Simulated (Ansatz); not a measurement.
heptazine (C6H3N7), SMILES N1=CN=C2N=CN=C3N=CN=C1N32.

Coordinates come from a PBE-D3(BJ)/def2-SVP optimisation.

Method: PBE-D3(BJ)/def2-SVP (Ansatz, an electronic-structure program).

Each state was relaxed at this level (stationary points, no frequency check), unrestricted for open shells, gas phase, no zero-point terms. λ is the four-point inner reorganisation energy.

cation: E(neutral) = -612.59810, E(cation at the neutral's geometry) = -612.26481, E(relaxed cation) = -612.26761, E(neutral at the cation's geometry) = -612.59249 hartree. anion: E(neutral) = -612.59810, E(anion at the neutral's geometry) = -612.65530, E(relaxed anion) = -612.65722, E(neutral at the anion's geometry) = -612.59622 hartree. triplet: E(neutral) = -612.59810, E(triplet at the neutral's geometry) = -612.50845, E(relaxed triplet) = -612.51218, E(neutral at the triplet's geometry) = -612.58594 hartree.

Question: Work out the vertical and adiabatic energies and the reorganisation energies.

Answer: 
```
quantity           at the neutral's geometry (eV)  adiabatic (eV)  at the other state's geometry (eV)  relaxation of that state (meV)  relaxation of the neutral (meV)  λ (meV)
-----------------  ------------------------------  --------------  ----------------------------------  ------------------------------  -------------------------------  -------
ionisation energy                            9.07            8.99                                8.84                              76                              153      229
electron affinity                            1.56            1.61                                1.66                              52                               51      104
T1 energy                                    2.44            2.34                                2.01                             101                              331      432
```
